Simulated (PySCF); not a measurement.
Mo(O)2(NH2)(Me) (CH5MoNO2), SMILES [O]=[Mo]([NH2])(=[O])[CH3], multiplicity 1.

The structure is a stationary point at B3LYP-D3(BJ)/def2-SVP. The multiplicity is an assumed one; no other spin state was optimised. The structure was generated by enumeration; whether it is a known compound was not checked. The def2 effective core potentials stand for the cores of Mo; spin–orbit coupling is left out. One conformer was computed; it need not be the lowest.

Computed with B3LYP-D3(BJ)/def2-SVP run with PySCF.

Frequencies are harmonic and unscaled.

List the normal modes with their intensities. (The exact figures need the calculation; the answer reports its results.)


| mode | ν (cm⁻¹) | IR (km/mol) | moving atoms (share of kinetic energy) |
|---|---|---|---|
| 1 | 164 | 0.2 | H 98 % |
| 2 | 182 | 4.8 | N 35 %, H 29 %, C 26 %, Mo 9 % |
| 3 | 197 | 0.5 | O 38 %, C 25 %, H 24 %, Mo 12 % |
| 4 | 218 | 0.2 | O 48 %, N 27 %, H 18 % |
| 5 | 230 | 10.4 | O 61 %, Mo 18 %, H 9 % |
| 6 | 316 | 0.4 | O 85 %, Mo 9 % |
| 7 | 407 | 2.5 | H 94 % |
| 8 | 536 | 16.5 | C 46 %, H 40 %, Mo 8 % |
| 9 | 574 | 155.3 | H 56 %, C 20 %, N 16 % |
| 10 | 641 | 4.7 | H 80 %, N 17 % |
| 11 | 653 | 21.3 | H 73 %, C 14 %, N 12 % |
| 12 | 679 | 1.6 | H 80 %, C 18 % |
| 13 | 730 | 74.1 | N 59 %, H 20 %, Mo 16 % |
| 14 | 1020 | 220.7 | O 78 %, Mo 21 % |
| 15 | 1036 | 92.7 | O 89 %, Mo 11 % |
| 16 | 1197 | 0.2 | H 79 %, C 20 % |
| 17 | 1404 | 8.4 | H 95 % |
| 18 | 1409 | 6.5 | H 95 % |
| 19 | 1507 | 35.0 | H 89 %, N 11 % |
| 20 | 3023 | 0.4 | H 98 % |
| 21 | 3130 | 2.0 | H 91 %, C 9 % |
| 22 | 3132 | 2.9 | H 90 %, C 10 % |
| 23 | 3524 | 113.2 | H 96 % |
| 24 | 3619 | 49.6 | H 91 %, N 9 % |
